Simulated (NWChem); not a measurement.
Species: C$_{3}$H$_{6}$N$_{2}$; SMILES C(=CN)=CN

```xyz
11

N      2.3632     0.2152     0.3215
C      1.2758    -0.3653    -0.3447
C      0.0000     0.0000    -0.2743
C     -1.2758     0.3653    -0.3447
N     -2.3632    -0.2152     0.3215
H      2.1050     0.8120     1.1116
H      3.1132    -0.4364     0.5655
H      1.5843    -1.1774    -1.0358
H     -1.5843     1.1774    -1.0358
H     -3.1132     0.4364     0.5655
H     -2.1050    -0.8120     1.1116
```
Atoms are numbered in this order, from 1.

Program: NWChem. All runs use the structure optimised with PBE-D3(BJ)/def2-SVP. Ions are spin-unrestricted doublets at the neutral geometry; other ion states weren't tried.

```csv
level,"vertical ionisation energy, ΔSCF (eV)",−ε(HOMO) (eV),ΔSCF minus −ε(HOMO) (eV)
B3LYP/def2-SVP,7.54,5.28,2.26
PBE/def2-SVP,___,___,___
LRC-wPBEh/def2-SVP,7.68,7.36,0.32
CAM-B3LYP/def2-SVP,7.67,6.81,0.86
Hartree-Fock/def2-SVP,6.93,8.31,-1.38
```

Some entries are withheld; supply them.


- PBE/def2-SVP, vertical ionisation energy, ΔSCF (eV): 7.35
- PBE/def2-SVP, −ε(HOMO) (eV): 4.31
- PBE/def2-SVP, ΔSCF minus −ε(HOMO) (eV): 3.04
